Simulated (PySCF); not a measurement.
H2O2Ta, neutral, multiplicity 4. Atoms are numbered in the order given.

```xyz
5

Ta     0.0000     0.0000     0.0000
O      0.0000     0.0000    -1.8989
H      0.0000     0.0000    -2.8608
O      0.0000     0.0000     1.8989
H      0.0000     0.0000     2.8608
```
Charge 0, spin multiplicity 4.

Geometry: PBE-D3(BJ)/def2-TZVP. The multiplicity is an assumed one; other spin states were not compared. The def2 effective core potentials stand for the cores of Ta; spin–orbit coupling is left out. The values are those of a single conformer.

The numbers are results of PBE-D3(BJ)/def2-TZVP (PySCF), not measurements.

Frequencies are harmonic and unscaled.

Modes within 1.5 cm⁻¹ of each other (mostly degenerate sets) share a row, with their intensities summed.

Task: List the normal modes with their intensities. (The exact figures need the calculation; the answer reports its results.)

Result: 
```json
[
 {"mode": "1–2", "ν (cm⁻¹)": "49", "IR (km/mol)": "80.9", "moving atoms (share of kinetic energy)": "O 50 %, H 37 %, Ta 13 %"},
 {"mode": "3–4", "ν (cm⁻¹)": "337", "IR (km/mol)": "331.1", "moving atoms (share of kinetic energy)": "H 63 %, O 35 %"},
 {"mode": "5–6", "ν (cm⁻¹)": "416", "IR (km/mol)": "0.0", "moving atoms (share of kinetic energy)": "H 87 %, O 13 %"},
 {"mode": "7", "ν (cm⁻¹)": "675", "IR (km/mol)": "250.5", "moving atoms (share of kinetic energy)": "O 79 %, Ta 16 %"},
 {"mode": "8", "ν (cm⁻¹)": "719", "IR (km/mol)": "0.0", "moving atoms (share of kinetic energy)": "O 94 %"},
 {"mode": "9", "ν (cm⁻¹)": "3867", "IR (km/mol)": "430.1", "moving atoms (share of kinetic energy)": "H 94 %"},
 {"mode": "10", "ν (cm⁻¹)": "3869", "IR (km/mol)": "0.0", "moving atoms (share of kinetic energy)": "H 94 %"}
]
```
